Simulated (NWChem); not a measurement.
Program: NWChem. System: C$_{3}$HF$_{7}$, charge 1, spin multiplicity 2, at the geometry of a parent with another charge or spin, in a state set for the comparison that need not be this species' ground state. Its SCF solution wasn't tested for a lower state.

The NWChem input:

```
start mol
memory heap 200 mb stack 900 mb global 1100 mb
charge 1
geometry units angstroms nocenter noautoz
  F      1.811313     0.076960     0.000000
  C      0.527219     0.509638     0.000000
  C     -0.140657     0.027566    -1.288668
  F      0.536346     0.498041    -2.330542
  F     -1.388654     0.480692    -1.358197
  F     -0.162882    -1.295017    -1.369319
  C     -0.140657     0.027566     1.288668
  F     -0.162882    -1.295017     1.369319
  F      0.536346     0.498041     2.330542
  F     -1.388654     0.480692     1.358197
  H      0.496182     1.611857     0.000000
  symmetry group Cs
end
basis spherical
  * library def2-svp
end
dft
  xc becke88 perdew86
  odft
  mult 2
  semidirect memsize 60000000 filesize 0
  iterations 100
end
task dft energy
```

The output up to the point where the run's verdict is printed (cleaned and shortened):

```
             Northwest Computational Chemistry Package (NWChem) 7.3.0
             --------------------------------------------------------

                                NWChem Input Module
                                -------------------

 Scaling coordinates for geometry "geometry" by  1.889725989
 (inverse scale =  0.529177249)

 Turning off AUTOSYM since
 SYMMETRY directive was detected!

                             Geometry "geometry" -> ""
                             -------------------------

 Output coordinates in angstroms (scale by  1.889725989 to convert to a.u.)

  No.       Tag          Charge          X              Y              Z
 ---- ---------------- ---------- -------------- -------------- --------------
    1 F                    9.0000     1.81131300     0.07696000     0.00000000
    2 C                    6.0000     0.52721900     0.50963800     0.00000000
    3 C                    6.0000    -0.14065700     0.02756600    -1.28866800
    4 F                    9.0000     0.53634600     0.49804100    -2.33054200
    5 F                    9.0000    -1.38865400     0.48069200    -1.35819700
    6 F                    9.0000    -0.16288200    -1.29501700    -1.36931900
    7 C                    6.0000    -0.14065700     0.02756600     1.28866800
    8 F                    9.0000    -0.16288200    -1.29501700     1.36931900
    9 F                    9.0000     0.53634600     0.49804100     2.33054200
   10 F                    9.0000    -1.38865400     0.48069200     1.35819700
   11 H                    1.0000     0.49618200     1.61185700     0.00000000

 Effective nuclear repulsion energy (a.u.)     665.4826222045

            Nuclear Dipole moment (a.u.)
            ----------------------------
        X                 Y               Z
 ---------------- ---------------- ----------------
     0.0000170075     0.0000094486     0.0000000000

      Symmetry information
      --------------------

 Group name             Cs
 Group number              2
 Group order               2
 No. of unique centers     7

      Symmetry unique atoms
[...]
 d= 0,ls=0.5,diis    75   -812.7399391653 -3.95D-03  5.01D-05  5.41D-03    40.8
                                                     2.40D-04  7.70D-03
 d= 0,ls=0.5,diis    76   -812.7423918463 -2.45D-03  6.36D-05  2.98D-03    41.3
                                                     2.05D-04  4.44D-03
 d= 0,ls=0.5,diis    77   -812.7439552925 -1.56D-03  4.77D-05  1.66D-03    41.7
                                                     1.69D-04  2.66D-03
 d= 0,ls=0.5,diis    78   -812.7448324621 -8.77D-04  3.89D-05  1.33D-03    42.2
                                                     1.41D-04  2.02D-03
 d= 0,ls=0.5,diis    79   -812.7453794428 -5.47D-04  2.11D-05  1.27D-03    42.7
                                                     1.25D-04  1.74D-03
 d= 0,ls=0.5,diis    80   -812.7458545562 -4.75D-04  1.32D-05  1.03D-03    43.2
                                                     1.13D-04  1.36D-03
 d= 0,ls=0.5,diis    81   -812.7462601052 -4.06D-04  1.42D-05  7.60D-04    43.6
                                                     1.04D-04  9.99D-04
 d= 0,ls=0.5,diis    82   -812.7465904131 -3.30D-04  8.65D-06  5.35D-04    44.1
                                                     9.51D-05  7.05D-04
 d= 0,ls=0.5,diis    83   -812.7468469972 -2.57D-04  6.91D-06  3.77D-04    44.6
                                                     8.77D-05  5.04D-04
 d= 0,ls=0.5,diis    84   -812.7470529483 -2.06D-04  1.11D-05  2.60D-04    45.0
                                                     8.13D-05  3.59D-04
 d= 0,ls=0.5,diis    85   -812.7472178636 -1.65D-04  6.83D-06  1.79D-04    45.5
                                                     7.61D-05  2.58D-04
 d= 0,ls=0.5,diis    86   -812.7473621821 -1.44D-04  5.38D-06  9.56D-05    46.0
                                                     7.01D-05  1.66D-04
 d= 0,ls=0.5,diis    87   -812.7474684840 -1.06D-04  6.74D-06  7.08D-05    46.4
                                                     6.54D-05  1.29D-04
 d= 0,ls=0.5,diis    88   -812.7475551385 -8.67D-05  9.15D-06  6.33D-05    46.9
                                                     6.23D-05  1.13D-04
 d= 0,ls=0.5,diis    89   -812.7476345330 -7.94D-05  5.40D-06  5.02D-05    47.3
                                                     5.84D-05  8.96D-05
 d= 0,ls=0.5,diis    90   -812.7477026425 -6.81D-05  8.33D-06  4.14D-05    47.8
                                                     5.55D-05  7.48D-05
 d= 0,ls=0.5,diis    91   -812.7477591346 -5.65D-05  6.94D-06  4.68D-05    48.3
                                                     5.28D-05  7.13D-05
 d= 0,ls=0.5,diis    92   -812.7478104276 -5.13D-05  5.70D-06  4.99D-05    48.7
                                                     5.09D-05  6.82D-05
 d= 0,ls=0.5,diis    93   -812.7478647124 -5.43D-05  4.81D-06  2.79D-05    49.2
                                                     4.85D-05  4.83D-05
 d= 0,ls=0.5,diis    94   -812.7479089315 -4.42D-05  1.22D-05  2.39D-05    49.7
                                                     4.63D-05  4.24D-05
 d= 0,ls=0.5,diis    95   -812.7479419073 -3.30D-05  6.22D-06  4.46D-05    50.1
                                                     4.39D-05  5.11D-05
 d= 0,ls=0.5,diis    96   -812.7479747766 -3.29D-05  3.22D-06  5.07D-05    50.6
                                                     4.19D-05  5.38D-05
 d= 0,ls=0.5,diis    97   -812.7480065977 -3.18D-05  7.29D-06  5.04D-05    51.0
                                                     4.04D-05  5.25D-05
 d= 0,ls=0.5,diis    98   -812.7480339345 -2.73D-05  1.02D-05  5.80D-05    51.5
                                                     3.94D-05  5.43D-05
 d= 0,ls=0.5,diis    99   -812.7480606162 -2.67D-05  6.70D-06  6.03D-05    52.0
                                                     3.74D-05  5.11D-05
 d= 0,ls=0.5,diis   100   -812.7480867673 -2.62D-05  3.29D-06  5.62D-05    52.4
                                                     3.56D-05  4.62D-05
```

Convergence was not reached. The next line reads: Calculation failed to converge. NWChem stopped with the message: dft energy failed.
